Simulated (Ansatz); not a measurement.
`[SH][Zr]([Cl])([Cl])[Cl]` + H₂S → `[SH][Zr]([SH])([Cl])[Cl]` + HCl at 298.15 K and 1 bar (ligand exchange at a Zr–Cl bond).

Calculated with Ansatz (gas phase, PBE0-D4/def2-TZVP geometries, no zero-point term in ΔE). CCSD(T)/CBS is the MP2 limit (def2-TZVPP, def2-QZVPP) plus CCSD(T) − MP2 in def2-TZVPP, frozen cores. This one scheme is used for every species. def2 core potentials past Kr. For Zr outer-core shells are correlated without core-valence functions, which leaves a few kJ/mol of doubt a bond. One conformer a species, not always the lowest.

```
                   species  CCSD(T)/CBS energy (Eh)  H − E (kJ/mol)  S (J/(mol·K))
`[SH][Zr]([Cl])([Cl])[Cl]`              -1824.98006            57.5          409.3
                       H₂S               -398.97279            49.9          205.7
`[SH][Zr]([SH])([Cl])[Cl]`              -1763.54740            79.6          421.8
                       HCl               -460.38127            26.6          186.8
```

H − E and S are ideal-gas, rigid-rotor, harmonic terms from PBE0-D4/def2-TZVP, for one conformer and one mirror image of each species. 1 Eh = 2625.50 kJ/mol, R = 8.31446 J/(mol·K).

Problem. By hand: ΔE, ΔH, ΔS and ΔG.

Solution. ΔE = (-1763.54740) + (-460.38127) − (-1824.98006) − (-398.97279) = 0.02418 Eh = 63.5 kJ/mol. Δ(H − E) = 79.6 + 26.6 − 57.5 − 49.9 = -1.2, so ΔH = 62.3 kJ/mol. ΔS = 421.8 + 186.8 − 409.3 − 205.7 = -6.4 J/(mol·K). ΔG = 62.3 − 298.15 × (-6.4)/1000 = 64.2 kJ/mol.

Problem. By hand: the equilibrium constant, and the temperature at which ΔG would vanish if ΔH and ΔS stayed fixed.

Solution. log₁₀ K = −ΔG/(RT ln 10) = -11.2. ΔH and −TΔS have one sign here, so there is no such temperature.

The number of gas molecules stays the same, so ΔS is small and ΔH decides. A doubt of 5 kJ/mol in ΔE shifts log₁₀ K by 0.9 here. Other conformers and mirror images would add mixing entropy, several J/(mol·K) or more a flexible species. These are equilibria of isolated gas molecules and say nothing of rates. Largest T1 diagnostic: 0.017 (customary marks: 0.02 for closed shells, 0.045 for open ones).

ΔS is within the doubt of such terms, so its sign, and with it that verdict, could turn.
